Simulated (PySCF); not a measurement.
Bonds (- single, = double, # triple, : aromatic): C1-C2 1.530 Å, C2-C3 1.502 Å, C3-C4 1.492 Å, C3=Se5 1.768 Å. C1 carries H6, H7, H8; C2 carries H9, H10; C4 carries H11, H12, H13.

Geometry: PBE0-D3(BJ)/def2-SVP; GIAO absolute shieldings from PySCF 2.14, gas phase, non-relativistic, averaged over equivalent atoms.

At PBE0/cc-pVDZ (123 basis functions, 12 s wall time on 1 thread of an Arm Neoverse V1, shared host):
```tsv
atoms	σ (ppm)
C3	-99.0
C2	144.6
C4	154.3
C1	176.3
Se5	-230.5
H9/H10	28.03
H11/H12/H13	28.14
H6/H7/H8	30.01
```

Q: What do these become at wB97X-D/pcSseg-1?

A: 
```json
{"atoms": "C3", "σ at wB97X-D/pcSseg-1": "-129.0", "change": "-30.0"}
{"atoms": "C2", "σ at wB97X-D/pcSseg-1": "132.3", "change": "-12.3"}
{"atoms": "C4", "σ at wB97X-D/pcSseg-1": "140.4", "change": "-13.9"}
{"atoms": "C1", "σ at wB97X-D/pcSseg-1": "164.2", "change": "-12.1"}
{"atoms": "Se5", "σ at wB97X-D/pcSseg-1": "-665.3", "change": "-434.8"}
{"atoms": "H9/H10", "σ at wB97X-D/pcSseg-1": "28.21", "change": "+0.18"}
{"atoms": "H11/H12/H13", "σ at wB97X-D/pcSseg-1": "28.20", "change": "+0.06"}
{"atoms": "H6/H7/H8", "σ at wB97X-D/pcSseg-1": "30.03", "change": "+0.02"}
```

The largest change is at Se5 (selenium bonded to C). Cost: 149 basis functions, 18 s wall time on 1 thread of an Arm Neoverse V1, shared host. The order of the carbon signals is the same at both levels.

Relativistic effects, spin–orbit coupling among them, are left out; they matter for Se and for the light atoms bonded to it.
